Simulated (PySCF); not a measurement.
Isomers of C6H7F3.

All values: CAM-B3LYP/def2-SVPD (PySCF) at GFN2-xTB geometries, gas phase, one conformer each. Core orbitals are frozen in the response; Δα² is half the sum of the squared differences of the principal polarisabilities.

Question: Rank by dipole moment, lowest first.
A. `[F:1][C:2]([F:3])([F:4])[C@H:5]1[CH:6]=[CH:7][CH2:8][CH2:9]1` with C2–C5–C6–C7 108°, C6–C7–C8–C9 10°, C7–C8–C9–C5 -16°, C2–C5–C9–C8 -101°
B. `[F:1][C:2]1=[CH:3][C@@H:4]([CH:5]([F:6])[F:7])[CH2:8][CH2:9]1` with C3–C4–C5–F6 -179°, C2–C3–C4–C5 -108°, C3–C4–C8–C9 -17°, C4–C8–C9–C2 16°, F1–C2–C9–C8 170°
C. `[CH2:1]=[C:2](/[CH:3]=[CH:4]\[F:5])[CH2:6][CH:7]([F:8])[F:9]` with C1–C2–C3–C4 179°, C1–C2–C6–C7 101°, C2–C6–C7–F8 180°

Answer: B (1.69 D), A (2.72 D), C (3.28 D).

Question: Rank by HOMO–LUMO gap, highest first.
A. `[F:1][C:2]1=[CH:3][C@@H:4]([CH:5]([F:6])[F:7])[CH2:8][CH2:9]1` with C3–C4–C5–F6 -179°, C2–C3–C4–C5 -108°, C3–C4–C8–C9 -17°, C4–C8–C9–C2 16°, F1–C2–C9–C8 170°
B. `[F:1][C:2]([F:3])([F:4])[C@H:5]1[CH:6]=[CH:7][CH2:8][CH2:9]1` with C2–C5–C6–C7 108°, C6–C7–C8–C9 10°, C7–C8–C9–C5 -16°, C2–C5–C9–C8 -101°
C. `[CH2:1]=[CH:2]/[CH:3]=[CH:4]\[CH2:5][C:6]([F:7])([F:8])[F:9]` with C1–C2–C3–C4 178°, C3–C4–C5–C6 118°

Answer: B (10.04 eV), A (9.92 eV), C (8.21 eV).

Question: Rank by mean static polarisability, lowest first.
A. `[CH2:1]=[CH:2]/[CH:3]=[CH:4]\[CH2:5][C:6]([F:7])([F:8])[F:9]` with C1–C2–C3–C4 178°, C3–C4–C5–C6 118°
B. `[F:1][C:2]1=[CH:3][C@@H:4]([CH:5]([F:6])[F:7])[CH2:8][CH2:9]1` with C3–C4–C5–F6 -179°, C2–C3–C4–C5 -108°, C3–C4–C8–C9 -17°, C4–C8–C9–C2 16°, F1–C2–C9–C8 170°
C. `[CH2:1]=[C:2](/[CH:3]=[CH:4]\[F:5])[CH2:6][CH:7]([F:8])[F:9]` with C1–C2–C3–C4 179°, C1–C2–C6–C7 101°, C2–C6–C7–F8 180°

Answer: B (10.16 Å³), C (11.40 Å³), A (11.93 Å³).

All values together:

| SMILES | μ (D) | HOMO (eV) | LUMO (eV) | α (Å³) | Δα (Å³) |
| --- | --- | --- | --- | --- | --- |
| C=C(/C=C\F)CC(F)F | 3.28 | -8.36 | -0.12 | 11.40 | 5.90 |
| FC1=C[C@@H](C(F)F)CC1 | 1.69 | -8.70 | 1.21 | 10.16 | 2.86 |
| FC(F)(F)[C@H]1C=CCC1 | 2.72 | -8.91 | 1.13 | 10.12 | 2.74 |
| C=C/C=C\CC(F)(F)F | 2.59 | -8.30 | -0.09 | 11.93 | 8.59 |

Conformers: `[CH2:1]=[C:2](/[CH:3]=[CH:4]\[F:5])[CH2:6][CH:7]([F:8])[F:9]` with C1–C2–C3–C4 179°, C1–C2–C6–C7 101°, C2–C6–C7–F8 180°; `[F:1][C:2]1=[CH:3][C@@H:4]([CH:5]([F:6])[F:7])[CH2:8][CH2:9]1` with C3–C4–C5–F6 -179°, C2–C3–C4–C5 -108°, C3–C4–C8–C9 -17°, C4–C8–C9–C2 16°, F1–C2–C9–C8 170°; `[F:1][C:2]([F:3])([F:4])[C@H:5]1[CH:6]=[CH:7][CH2:8][CH2:9]1` with C2–C5–C6–C7 108°, C6–C7–C8–C9 10°, C7–C8–C9–C5 -16°, C2–C5–C9–C8 -101°; `[CH2:1]=[CH:2]/[CH:3]=[CH:4]\[CH2:5][C:6]([F:7])([F:8])[F:9]` with C1–C2–C3–C4 178°, C3–C4–C5–C6 118°.
